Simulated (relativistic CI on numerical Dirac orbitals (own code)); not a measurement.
**Hyperfine structure of Ba³³⁺, mass number 137**

Computed by Dirac-Coulomb-Breit CI, separate exchange-only KLI orbitals for each configuration, model QED (radiative potential, 1s self-energy scaled to tabulated hydrogen-like ionisation energies), unscaled Slater integrals (own radial code, finite nucleus).

CI space (outside the closed core [Ne]): 3s2 3p6 3d5, 3s2 3p5 3d6, 3s2 3p4 3d7, 3s 3p6 3d6, 3p6 3d7, 3s 3p5 3d7, 3s2 3p6 3d4 4s, 3s2 3p6 3d4 4p, 3s2 3p4 3d6 4s, 3s2 3p5 3d5 4s, 3s2 3p6 3d4 4f, 3s2 3p6 3d3 4s2, 3s 3p6 3d5 4s. Levels of other configurations are missing.

Nuclear spin I = 3/2, μ = 0.9375 μN, Q = 0.236 b (tables of Stone and Pyykkö). The electronic factors are computed for point nuclear moments, without core polarisation or the Bohr-Weisskopf and QED corrections.

```
              Level  E (cm⁻¹)  A (MHz)  B (MHz)
3s2 3p6 3d5 4G_11/2    182607    12340     79.6
 3s2 3p6 3d5 4G_9/2    202212    11230     5320
 3s2 3p6 3d5 4P_1/2    214467    -3350         
 3s2 3p6 3d5 2D_3/2    296952    20090    -4580
3s2 3p6 3d5 2I_11/2    305462    12540      334
```

Levels with J = 0, under 50 % of one LS term, or S terms without an open s electron are left out. Small factors come from cancelling terms and can be off by tens of per cent or more.

At this charge energies of transitions that change n are usually good to better than 1 %, and those within a shell (Δn = 0) to a few per cent. Terms inside the open d or f shell come out 10 to 20 % too wide with unscaled integrals.

(1) Give the hyperfine levels of 3s2 3p6 3d5 4G_11/2 relative to its centre of gravity.

Results:

(1) With K = F(F + 1) − I(I + 1) − J(J + 1), E = AK/2 + B[¾K(K + 1) − I(I + 1)J(J + 1)]/[2I(2I − 1)J(2J − 1)]: F = 4: -120200, F = 5: -58610, F = 6: 15390, F = 7: 101800 MHz.

LS names give the leading component of a level, which can be under half, so a name can repeat, a term be missing and a line seem to break the LS rules.
